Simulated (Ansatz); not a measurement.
`[Cl][Zn][N]1C=C1` + HCl → `[Cl][Zn][Cl]` + `C1=CN1` at 298.15 K and 1 bar (ligand exchange at a Zn–N bond).

Gas-phase electronic energies from Ansatz, PBE0-D4/def2-TZVP geometries. CCSD(T)/CBS is the MP2 limit (def2-TZVPP, def2-QZVPP) plus CCSD(T) − MP2 in def2-TZVPP, frozen cores. This one scheme is used for every species. For Zn outer-core shells are correlated without core-valence functions, which leaves a few kJ/mol of doubt a bond. Scalar relativity is left out up to krypton. One conformer a species, not always the lowest.

| species | CCSD(T)/CBS energy (Eh) | H − E (kJ/mol) | S (J/(mol·K)) |
| --- | --- | --- | --- |
| `[Cl][Zn][N]1C=C1` | -2370.07857 | 108.3 | 346.1 |
| HCl | -460.38127 | 26.6 | 186.8 |
| `[Cl][Zn][Cl]` | -2698.04832 | 20.4 | 276.7 |
| `C1=CN1` | -132.46664 | 127.0 | 248.9 |

H − E and S are ideal-gas, rigid-rotor, harmonic terms from PBE0-D4/def2-TZVP, for one conformer and one mirror image of each species. 1 Eh = 2625.50 kJ/mol, R = 8.31446 J/(mol·K).

By hand: ΔE, ΔH, ΔS and ΔG.

ΔE = (-2698.04832) + (-132.46664) − (-2370.07857) − (-460.38127) = -0.05512 Eh = -144.7 kJ/mol. Δ(H − E) = 20.4 + 127.0 − 108.3 − 26.6 = 12.5, so ΔH = -132.2 kJ/mol. ΔS = 276.7 + 248.9 − 346.1 − 186.8 = -7.3 J/(mol·K). ΔG = -132.2 − 298.15 × (-7.3)/1000 = -130.0 kJ/mol.

By hand: the equilibrium constant, and the temperature at which ΔG would vanish if ΔH and ΔS stayed fixed.

log₁₀ K = −ΔG/(RT ln 10) = 22.8. ΔG = 0 at ΔH/ΔS = 18110 K, far beyond where these terms or the molecules hold.

The number of gas molecules stays the same, so ΔS is small and ΔH decides. A doubt of 5 kJ/mol in ΔE shifts log₁₀ K by 0.9 here. Other conformers and mirror images would add mixing entropy, several J/(mol·K) or more a flexible species. These are equilibria of isolated gas molecules and say nothing of rates. Largest T1 diagnostic: 0.018 (customary marks: 0.02 for closed shells, 0.045 for open ones).
